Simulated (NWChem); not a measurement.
**Basis-set convergence for bromine monochloride (BrCl)**

```xyz
2

Cl     0.0000     0.0000     1.4776
Br     0.0000     0.0000    -0.7177
```
Charge 0, spin multiplicity 1.

The numbers come from NWChem runs, not from measurements. Structure: optimised with B3LYP/def2-SVP, a minimum by its harmonic frequencies.

Quantity: vertical ionisation energy at the level ΔMP2 (Δ: difference of total energies, the cation a doublet at the parent's geometry with its hole in an orbital of symmetry b2 (C2v labels); it is the state that the SCF runs reached, from PBE0 orbitals for Hartree-Fock references, and need not be the lowest).

The Hamiltonian is non-relativistic. The correlated methods keep 14 core orbitals frozen. The Pople sets run with spherical d functions. No SCF solution was tested for a lower state. Open-shell Hartree-Fock references start from PBE0 orbitals; any time given for them includes that run.

The cost column gives rough processor time relative to STO-3G; each entry includes its own SCF.

```
basis        functions  vertical ionisation energy (eV)  relative cost
-----------  ---------  -------------------------------  -------------
STO-3G              27                             9.02              1
3-21G               35                                …        under 3
pcseg-1             45                            11.33        under 3
6-31G*              50                            11.19        under 3
aug-cc-pVDZ         63                                …             20
def2-SVPD           68                            11.36              4
cc-pVTZ             77                            11.36             40
def2-TZVPD         103                                …             10
aug-cc-pVTZ        109                            11.41             70
def2-QZVP          145                            11.50             40
```

Task: Complete the blanks.

Result: 
- 3-21G, vertical ionisation energy (eV): 10.98
- aug-cc-pVDZ, vertical ionisation energy (eV): 11.30
- def2-TZVPD, vertical ionisation energy (eV): 11.38
